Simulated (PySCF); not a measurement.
C2H9Al2NO2, SMILES [CH3][Al]([CH3])[NH][Al]([OH])[OH], singlet, GFN2-xTB optimised geometry.

```
16

Al     1.03     0.32     0.00
C      2.83    -0.52    -0.01
C      0.65     2.28     0.00
N     -0.37    -0.82     0.00
Al    -2.18    -0.82     0.00
O     -2.88    -2.31     0.00
O     -3.09     0.56     0.00
H      2.99    -1.17    -0.88
H      3.00    -1.15     0.88
H      3.63     0.23    -0.02
H      0.08     2.57     0.89
H      0.04     2.56    -0.86
H      1.55     2.89    -0.02
H     -0.08    -1.80     0.00
H     -3.63    -2.89     0.00
H     -3.06     1.50     0.00
```

Density from PBE0/def2-TZVP in PySCF at that geometry.

Minimum of the electron density along straight lines between bonded atoms, close to the bond critical point (lines longer than 1.1 times the sum of covalent radii, or with two minima, are not listed):

```
bond    length / Å  ρ at the minimum / e bohr⁻³  ∇²ρ there / e bohr⁻⁵  position (fraction from the first atom)
------  ----------  ---------------------------  --------------------  ---------------------------------------
Al1–C2       1.994                        0.081                  0.22                                     0.40
Al1–C3       1.993                        0.081                  0.22                                     0.40
Al1–N4       1.802                        0.097                  0.53                                     0.42
N4–Al5       1.807                        0.097                  0.51                                     0.58
Al5–O6       1.652                        0.115                  0.94                                     0.43
Al5–O7       1.657                        0.116                  0.92                                     0.43
C2–H8        1.095                        0.267                 -0.87                                     0.64
C2–H9        1.095                        0.267                 -0.87                                     0.64
C2–H10       1.093                        0.269                 -0.88                                     0.64
C3–H11       1.095                        0.266                 -0.86                                     0.64
C3–H12       1.095                        0.266                 -0.86                                     0.64
C3–H13       1.094                        0.269                 -0.88                                     0.64
N4–H14       1.018                        0.324                 -1.46                                     0.73
O6–H15       0.946                        0.367                 -2.59                                     0.82
O7–H16       0.946                        0.367                 -2.59                                     0.82
```
